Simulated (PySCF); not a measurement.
In(H)2(NEtMe) (C3H10InN), SMILES C[N](CC)[InH2].

The structure is a stationary point at B3LYP-D3(BJ)/def2-SVP. The def2 effective core potentials stand for the cores of In; spin–orbit coupling is left out. Other conformers were not sampled.

These are PBE/def2-TZVP run with PySCF values and carry that method's errors.

Gas-phase values at a fixed geometry.

```yaml
total_energy: -365.01412 hartree
highest_occupied_level: -4.80 eV
lowest_empty_level: -1.91 eV
orbital_gap: 2.89 eV
dipole_moment: 0.38 D
quadrupole, principal values (traceless, Buckingham form, about the centre of nuclear charge): -1.79, -0.34, 2.13 D·Å
mean_static_polarisability: 93.6 bohr³ (13.87 Å³)
polarisability_principal_values: 70.2, 91.5, 119.1 bohr³
```
